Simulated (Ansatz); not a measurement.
Geometry optimisation, RKS PBE0-D4/def2-SVP (Ansatz).

input.yaml

```yaml
crystal:
  periodic: [false, false, false]
  atoms:
    - { symbol: O, position_ang: [0.22379, -2.52903, 1.40663] }
    - { symbol: S, position_ang: [1.07692, -1.63049, 0.52937] }
    - { symbol: Sn, position_ang: [-0.11186, 0.43973, -0.21574] }
    - { symbol: H, position_ang: [-1.54474, 0.5276, -1.34227] }
    - { symbol: H, position_ang: [1.03077, 1.38111, -1.22505] }
    - { symbol: H, position_ang: [-0.67489, 1.81109, 0.84706] }
total_charge: -1
basis:
  gaussian: { orbitals: def2-SVP }
hamiltonian:
  xc: pbe0
  dispersion: d4
relax:
  f_tol: 0.02
  max_steps: 40
scf:
  lower_state_search: "off"
```

Run as:

```bash
$ ansatz run input.yaml --threads 1 --pin off --max-ram 2048MiB --backend cpu --events-out ev --progress --plain --runs-dir out
```

**Question.** Where does it end, and by what steps?

**Answer.** The run converged. The force dipped under the threshold on the way, but the program's further checks kept it going. Limits of this set-up: an anion without diffuse functions, the dipole of an ion depends on the origin. After 11 steps the energy has fallen by 0.122 eV; H4 moved furthest, 0.18 Å.

```json
{"step": "0", "energy less start (eV)": "0.0000", "largest force component (eV/Å)": "1.132", "accepted": "yes"}
{"step": "1", "energy less start (eV)": "0.0741", "largest force component (eV/Å)": "1.041", "accepted": "no"}
{"step": "2", "energy less start (eV)": "-0.0976", "largest force component (eV/Å)": "0.493", "accepted": "yes"}
{"step": "3", "energy less start (eV)": "-0.1129", "largest force component (eV/Å)": "0.236", "accepted": "yes"}
{"step": "4", "energy less start (eV)": "-0.1153", "largest force component (eV/Å)": "0.131", "accepted": "yes"}
{"step": "5", "energy less start (eV)": "-0.1175", "largest force component (eV/Å)": "0.058", "accepted": "yes"}
{"step": "6", "energy less start (eV)": "-0.1185", "largest force component (eV/Å)": "0.095", "accepted": "yes"}
{"step": "7", "energy less start (eV)": "-0.1213", "largest force component (eV/Å)": "0.009", "accepted": "yes"}
{"step": "8", "energy less start (eV)": "-0.1213", "largest force component (eV/Å)": "0.033", "accepted": "no"}
{"step": "9", "energy less start (eV)": "-0.1215", "largest force component (eV/Å)": "0.014", "accepted": "yes"}
{"step": "10", "energy less start (eV)": "-0.1216", "largest force component (eV/Å)": "0.030", "accepted": "yes"}
{"step": "11", "energy less start (eV)": "-0.1217", "largest force component (eV/Å)": "0.001", "accepted": "yes"}
```

```xyz
6
Properties=species:S:1:pos:R:3
O 0.098 -2.444 1.402
S 1.049 -1.576 0.511
Sn -0.052 0.507 -0.278
H -1.496 0.369 -1.280
H 1.020 1.477 -1.277
H -0.619 1.667 0.922
```

Whether the end is a true minimum wasn't checked by a vibrational analysis.

The run took 23 s on 1 thread of Arm Neoverse V2, on a shared host, peak memory 0.13 GiB.
